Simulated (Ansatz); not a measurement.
A ladder of methods for AlH2I (SMILES [H][Al]([H])[I])

The species is AlH2I (4 atoms), meant as a singlet with charge 0. SMILES: `[H][Al]([H])[I]`. Geometry: a GFN2-xTB relaxation, a rough one for these elements and not checked as a minimum.

```xyz
4

Al    0.1134    0.1896    0.0013
H     1.6492    0.2169    0.0106
H    -0.5891    1.5553   -0.0222
I    -1.1735   -1.9618    0.0104
```

Each level gives the energy change with the Al1–I4 bond stretched from 2.507 to 5.014 Å (eV). The values are calculated.

| level | kind | program | value (eV) | less FCI/STO-3G |
| --- | --- | --- | --- | --- |
| HF/STO-3G (restricted) | Hartree–Fock | Ansatz | 6.99 | +2.00 |
| SVWN5/STO-3G (restricted) | LDA | Ansatz | 5.47 | +0.48 |
| revPBE/STO-3G (restricted) | GGA | Ansatz | 5.11 | +0.12 |
| r2SCAN/STO-3G (restricted) | meta-GGA | Ansatz | 5.48 | +0.49 |
| B3LYP/STO-3G (restricted) | global hybrid | Ansatz | 5.53 | +0.54 |
| wB97M-V/STO-3G (restricted) | range-separated hybrid | Ansatz | 6.48 | +1.49 |
| B2PLYP/STO-3G (restricted) | double hybrid | Ansatz | 5.47 | +0.48 |
| BCCD(T)/STO-3G (restricted) | coupled cluster or CI | Ansatz | 4.98 | -0.01 |
| CCSDT/STO-3G (restricted) | coupled cluster or CI | Ansatz | 5.00 | +0.01 |
| FCI/STO-3G | exact in the basis | Ansatz | 4.99 | 0.00 |

FCI/STO-3G is exact within its basis and frozen core, so for wave-function methods in that basis the difference is their error; functionals converge differently with the basis, so for them it is only a difference. Spin-restricted single references rise too steeply as a bond breaks, Hartree–Fock most of all. All-electron rows without a relativistic Hamiltonian named are non-relativistic. The first shape isn't each level's own minimum. The values span 4.98 to 6.99 eV. All rows use very small basis sets, so even the best lies far from the true value. In the correlated wave-function rows the outer d shell of I is correlated, in sets not made for it.
